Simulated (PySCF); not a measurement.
What settings do to a single point of OsO3(H2O)2

The sound run of OsO3(H2O)2 (triplet) uses PySCF 2.14.0, UKS r2SCAN, Os def2-SVP with ECP60, O def2-SVP, H def2-SVP; non-relativistic Hamiltonian with scalar-relativistic core potentials where named; density fitting; no spin-orbit coupling, grid (50, 194), threshold 1e-8 Eh and 55 cycles, at the relaxed geometry:

```xyz
10

Os   -0.1391    0.0000    0.0000
O    -0.8594   -0.4581    1.4980
O    -0.8594    0.4581   -1.4980
O     1.6256    0.0000    0.0000
O     0.3933    2.5161    0.1823
H     1.3462    2.3403    0.1097
H     0.1413    2.8589   -0.6889
O     0.3933   -2.5161   -0.1823
H     0.1413   -2.8589    0.6889
H     1.3462   -2.3403   -0.1097
```

There Os1 has a Mulliken charge of 0.91 e and the dipole about the centre of mass is 1.84 D. Each run below changes one thing and starts from free metal ions and neutral atoms unless it says otherwise; with 55 cycles, smearing, a level shift and second-order steps follow where DIIS fails, and their cycles count. Energy shifts count from the sound run.

```tsv
change	outcome	cycles	energy shift (eV)	largest force component (eV/Å)	charge on Os1 (e)	dipole about the centre of mass (D)
threshold 1e-05	converged	11	0.0000	0.03	0.91	1.84
start from a density of up to 30 smeared cycles (not counted)	converged	13	0.0000	0.03	0.91	1.85
charge changed by +5, spin kept, limit 93 cycles	refused	–	–	–	–	–
H7 put 1.1 Å from Os1, limit 66 cycles	converged	24	9.19	33.47	1.14	3.17
```

Problem. How does the run with this change end: grid (99, 590)?

Solution. outcome converged, cycles 14, energy shift (eV) 0.0034, largest force component (eV/Å) 0.07, charge on Os1 (e) 0.91, dipole about the centre of mass (D) 1.85.

Unsound on purpose, so not properties of the compound: H7 put 1.1 Å from Os1, limit 66 cycles.

Started from ions, an open shell can land on another state than the sound run's, and that then enters the shifts.

Forces carry noise of the integration grid, about 0.01 to 0.03 eV/Å.

No frequency check is given that shows the relaxed geometry to be a minimum. Open shells may have lower solutions than the one found.
